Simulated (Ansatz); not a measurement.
H₂InO, SMILES `[OH][InH]` radical, relaxed with UKS PBE-D4/def2-SVP in the Gaussian-basis code of Ansatz from a rough embedded geometry. The force threshold is 0.03 eV/Å; the program also tests the step.

The species carries charge 0 and has multiplicity 2. In takes the def2 core potential.

Start:

```xyz
4

O    -0.687    0.148    0.510
In    0.526   -0.071   -0.640
H    -0.817    1.026    0.404
H     0.977   -1.104   -0.274
```

```
step  energy (eV)  largest force (eV/Å)  largest move (Å)
   1   -7241.8433                20.790             0.000
   2   -7247.0539                 6.433             0.195
   3   -7248.4508                 1.483             0.184
   4   -7248.7473                 0.899             0.195
   5   -7248.8070                 0.480             0.200
   6   -7248.8171                 0.336             0.057
   7   -7248.8199                 0.103             0.044
   8   -7248.8211                 0.017             0.017
```

End:

```xyz
4

O    -0.802    0.402    0.658
In    0.638   -0.029   -0.732
H    -1.214    1.277    0.517
H     1.378   -1.650   -0.444
```

It took 7.5 s on 2 threads of a server CPU on a shared host, with 0.14 GiB of host memory at the peak.
